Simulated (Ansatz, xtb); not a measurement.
Two isomers of BF3H4NSi+

We compare a, `F[SiH2][NH2+]B(F)F`, a singlet, with b, `FB[NH2+][SiH](F)F`, a singlet. Both are isolated ions in the gas phase, relaxed with B3LYP-D3(BJ)/def2-SVP; the shapes shown needn't be the lowest conformers.

a (Å):

```
atom    x (Å)    y (Å)    z (Å)
   B   1.7071   0.0826   0.9069
   F   0.1851   1.7145  -0.4773
   F   2.8499   0.5662   0.5444
   F   1.1413   0.2540   2.0565
   N   0.9625  -0.7898  -0.1147
  Si  -0.1857   0.3173  -1.1895
   H   0.3502   0.2128  -2.5525
   H  -1.5485  -0.1348  -0.8821
   H   0.4086  -1.5070   0.3768
   H   1.6418  -1.2846  -0.7119
```

b (Å):

```tsv
atom	x (Å)	y (Å)	z (Å)
B	-0.2419	0.1179	0.9371
F	-0.1001	1.3533	0.5939
F	-1.9026	-0.6974	-2.3627
F	-2.7968	-0.2465	0.0858
N	-0.2320	-0.8810	-0.2419
Si	-1.9834	-1.2313	-0.8708
H	-0.3726	-0.2916	2.0488
H	0.3088	-0.4905	-1.0321
H	0.2267	-1.7607	0.0397
H	-2.2934	-2.6485	-0.7181
```

Estimate which is lower in electronic energy at CCSD(T)/def2-SVP + ΔMP2/def2-TZVPP, and by roughly how much.

Too close to call at this level: CCSD(T)/def2-SVP + ΔMP2/def2-TZVPP gives E(b) − E(a) = −0.42 kcal/mol.

The same difference at several levels:

```tsv
level	geometry	E(b) − E(a) (kcal/mol)	departure from the last row (kcal/mol)	job, with rough time for the two
B3LYP-D3(BJ)/def2-SVP	B3LYP-D3(BJ)/def2-SVP	+7.44	+7.87	optimisation, 2 min
HF/def2-SVP	B3LYP-D3(BJ)/def2-SVP	+6.73	+7.15	part of the CCSD(T) run
MP2/def2-SVP	B3LYP-D3(BJ)/def2-SVP	+6.29	+6.71	part of the CCSD(T) run
CCSD(T)/def2-SVP	B3LYP-D3(BJ)/def2-SVP	+7.05	+7.47	single point
CCSD(T)/def2-SVP + ΔMP2/def2-TZVPP	B3LYP-D3(BJ)/def2-SVP	−0.42		single point, 43 s
```

As drawn, b has 1 F–Si, 1 B–H in place of 1 B–F, 1 Si–H.

The largest departure from CCSD(T)/def2-SVP + ΔMP2/def2-TZVPP is that of B3LYP-D3(BJ)/def2-SVP, 7.87 kcal/mol. Levels run at GFN2-xTB geometries aren't shown. The last row adds to CCSD(T) the change of the MP2 difference between the two basis sets, here −7.47 kcal/mol, a large step that makes the value less sure.

With harmonic frequencies from B3LYP-D3(BJ)/def2-SVP (ideal gas, rigid rotor, one conformer each, 298.15 K, 1 atm): on the last row, ΔE + ΔZPE = −0.17 kcal/mol. A mode under 50 cm⁻¹ makes harmonic enthalpies and free energies unreliable, so none is given.

The correlated steps freeze 10 core orbitals. Programs: Ansatz 0.2.0; the last row on 2 threads of Intel(R) Xeon(R) Platinum 8375C CPU @ 2.90GHz (Ice Lake) on a shared host.
